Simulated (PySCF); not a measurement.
Working out the electron affinity of Au

Au⁻ [Xe] 4f14 5d10 6s2 (1S) → Au [Xe] 4f14 5d10 6s1 (2S). All numbers are calculated (PySCF 2.14, scalar relativity through the core potential, in aug-cc-pwCVDZ-PP with ECP60MDF). Frozen: nothing. Energies in hartree (1 hartree = 27.21139 eV):

```tsv
part	Au⁻ (lower)	Au (upper)
UHF	-134.803693	-134.780776
MP2 opposite-spin	-0.416395	-0.374703
MP2 same-spin	-0.207315	-0.190794
```

**Question.** What does Hartree-Fock give?

**Answer.** (-134.780776) − (-134.803693) = 0.022917 hartree = 0.624 eV.

**Question.** What do MP2 and SCS-MP2 (6/5 opposite-spin, 1/3 same-spin) give?

**Answer.** The opposite-spin parts differ by 1.134 eV and the same-spin parts by 0.450 eV. MP2: 0.624 + (1.134) + (0.450) = 2.208 eV. SCS-MP2: 0.624 + 1.2 × (1.134) + (0.450)/3 = 2.135 eV.

Reference: 2.309 eV (measured; photodetachment measurements, as compiled on the Wikipedia data page of electron affinities).

A double-zeta basis recovers only part of the correlation energy.

What remains against the reference includes basis incompleteness and correlation beyond second order.
